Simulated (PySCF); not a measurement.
Compound: C4H6F2O.
SMILES with atom numbers: `[CH2:1]=[C:2]([CH2:3][F:4])[O:5][CH2:6][F:7]` (hydrogens: H8, H9 on C1; H10, H11 on C3; H12, H13 on C6)

Method: PySCF 2.14.0, PBE0-D3(BJ)/def2-SVP geometry optimisation, gas phase.

(1) What internal coordinates does the optimisation give?

Answers

(1) 
```
          bond  length (Å)
         C1=C2       1.333
         C2–C3       1.498
         C3–F4       1.362
         C2–O5       1.363
         O5–C6       1.376
         C6–F7       1.361
         C1–H8       1.089
         C1–H9       1.090
C3–H10, C3–H11       1.105
C6–H12, C6–H13       1.103
```

Bonds in one row agree within 0.01 Å and their mean is given. A selection of angles:
```
     angle  degrees
  C2–C1–H8    118.2
  C2–C1–H9    122.6
  H8–C1–H9    119.2
  C1–C2–C3    124.4
  C1–C2–O5    126.8
  C3–C2–O5    108.8
  C2–C3–F4    111.5
 C2–C3–H10    109.5
 F4–C3–H10    109.5
H10–C3–H11    107.5
  C2–O5–C6    118.4
  O5–C6–F7    111.7
 O5–C6–H12    106.5
 O5–C6–H13    110.6
 F7–C6–H12    108.6
 F7–C6–H13    108.0
H12–C6–H13    111.6
```

Dihedral angles: C1–C2–C3–F4 -3° (synperiplanar); C1–C2–O5–C6 -16° (synperiplanar); C2–O5–C6–F7 74° (synclinal). The mirror-image conformer, all signs reversed, is as good.

O5 (ether oxygen) is bent (angle 118.4°). The 2 C–C bonds span 1.333 Å (C1=C2, drawn double) to 1.498 Å (C2–C3, drawn single), a spread of 0.165 Å. Of the pairs four or more bonds apart, F4···H8 is among the closest relative to their van der Waals radii: 2.39 Å, 89 % of the sum of Bondi's values.

Point group: C1 (no symmetry element, even within 0.4 Å). No frequency check. One conformer, not necessarily the lowest.

Time: 79 s of wall time; peak memory 0.48 GiB. Hardware: an Arm Neoverse V1 with one thread, no GPU, shared host with 32 logical CPUs at a one-minute load of 28. These figures are those of the optimisation.
